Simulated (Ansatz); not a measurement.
A run on C2H7AlBFO with other settings.

```yaml
crystal:
  periodic: [false, false, false]
  atoms:
    - {symbol: B, position_ang: [0.301305, -0.889744, -1.002941]}
    - {symbol: C, position_ang: [0.692304, -0.640043, 0.639052]}
    - {symbol: C, position_ang: [-0.398893, 0.228062, 0.880679]}
    - {symbol: O, position_ang: [-1.407567, -0.154340, 1.559292]}
    - {symbol: F, position_ang: [0.592435, 0.434001, -1.563601]}
    - {symbol: Al, position_ang: [-0.221012, 1.725682, -0.536938]}
    - {symbol: H, position_ang: [-0.826726, -1.225382, -1.140860]}
    - {symbol: H, position_ang: [1.039434, -1.675413, -1.439621]}
    - {symbol: H, position_ang: [0.713947, -1.655736, 1.274708]}
    - {symbol: H, position_ang: [1.649469, -0.219593, 0.616708]}
    - {symbol: H, position_ang: [-1.296089, -0.946052, 2.010680]}
    - {symbol: H, position_ang: [0.862404, 2.867279, -0.182852]}
    - {symbol: H, position_ang: [-1.660119, 2.219819, -1.209766]}
basis:
  gaussian: {orbitals: "6-31++G**"}
hamiltonian: {xc: {name: PBE0}, dispersion: d4}
```

```sh
$ ansatz run in.yaml --threads 4 --pin off --events-out ev --progress --plain --max-ram 10444MiB
```

Output, abridged:

```
Functional definition: PBE0
1581 factors; their error is unknown
mean field evaluation 1: about -14205.9470 eV, gradient 5.8e1 eV
mean field evaluation 2: about -14203.8809 eV, gradient 6.4e1 eV
mean field evaluation 4: about -14213.6417 eV, gradient 4.4e0 eV
mean field evaluation 8: about -14213.6785 eV, gradient 4.0e-2 eV
mean field evaluation 16: about -14213.7060 eV, gradient 7.1e-5 eV
mean field -14213.70601169 eV, -522.3440615335 hartree, gradient 7.1e-5 eV, S^2 0.000000; 0 other end points of the search recorded, 0 dependent functions left out
reference -14213.70608848 eV, -522.3440643557 hartree; 27, 27 occupied and 133, 133 virtual orbitals, 1581 factors
Total energy: -14213.94738943 eV, -522.3529320020 hartree
```

It took 1.4 s on 4 threads of a server CPU on a shared host, with 0.35 GiB of host memory at the peak.
